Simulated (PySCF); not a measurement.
```xyz
6
charge 0 multiplicity 1, angstrom
Tc   -0.2739   -0.2739   -0.0942
O    -1.8791   -0.0796   -0.5033
O    -0.0796   -1.8791   -0.5033
Cl   -0.2372   -0.2372    2.1310
Cl    2.0162   -0.1083   -0.7021
Cl   -0.1083    2.0162   -0.7021
```

Method: PySCF, B3LYP, basis Tc def2-SVP with ECP28, O def2-SVP, Cl def2-SVP (scalar-relativistic core potentials, no spin–orbit coupling, density fitting).

This geometry of TcO₂Cl₃ is a stationary point at this level.

(1) What is the point group?

(2) Is it a minimum?

(3) List the harmonic modes with their infrared intensities.

(4) Give the atomic charges and bond orders.

## Answers

(1) Cs.

(2) No: it has 1 imaginary mode, at 98i cm⁻¹ (a'').

(3) 
| symmetry | ω (cm⁻¹) | IR (km/mol) | type |
| --- | --- | --- | --- |
| a'' | 98i | – | bend |
| a' | 139 | 0.2 | bend |
| a'' | 182 | 0.0 | bend |
| a' | 228 | 0.1 | bend |
| a'' | 238 | 28.3 | mixed |
| a' | 283 | 3.3 | bend |
| a'' | 332 | 6.2 | mixed |
| a' | 366 | 24.5 | stretch |
| a' | 415 | 12.6 | bend |
| a' | 433 | 48.3 | mixed |
| a'' | 976 | 137 | stretch |
| a' | 1011 | 128 | stretch |

(4) 
```tsv
atom	Mulliken	Löwdin	polar tensor	Mayer order to Tc1
Tc1	0.68	-0.50	2.08	–
O2,3	-0.22	0.00	-0.54	1.94
Cl4	-0.01	0.29	-0.28	1.21
Cl5,6	-0.12	0.11	-0.36	1.11
```

Stability towards spin polarisation was not tested. This need not be the most stable arrangement of these atoms. At this level a singlet minimum of C2v symmetry lies 57 kJ/mol below this structure.
